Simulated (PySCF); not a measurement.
# Ionisation energy of Fe¹²⁺ by level of theory

Fe¹²⁺ [Ne] 3s2 3p2 (3P) → Fe¹³⁺ [Ne] 3s2 3p1 (2P), as a difference of total energies. All numbers are calculated (PySCF 2.14, the non-relativistic Hamiltonian (point nucleus), in an even-tempered Gaussian basis (17 s from 0.69 bohr⁻², ratio 2.5; 11 p from 0.9 bohr⁻², ratio 2.5; 5 d from 5 bohr⁻², ratio 2.7; 4 f from 7.5 bohr⁻², ratio 2.7)). Correlated levels: outer shells: 1s2 frozen; virtual orbitals above 40 to 60 times the deepest correlated orbital energy dropped. The calculations carry no spin-orbit coupling.

| method | ionisation energy (eV) |
| --- | --- |
| UHF | 357.56 |
| LDA | 358.71 |
| PBE | 358.67 |
| PBE0 | 358.68 |
| r2SCAN | 358.96 |
| M06-L | 358.64 |
| TPSSh | 358.79 |
| MP2 (outer shells) | 358.12 |
| SCS-MP2 (outer shells) | 357.97 |

How much does correlation contribute at MP2 (outer shells)?

358.12 − (357.56) = 0.56 eV, measured against UHF.

A first-order spin-orbit estimate (lowest level to lowest level, LS coupling) adds -0.060 eV.

These non-relativistic numbers lack the scalar-relativistic shift.

For comparison: 361 ± 0.7 eV (semi-empirical (NIST evaluation); NIST Atomic Spectra Database, ionization energies).
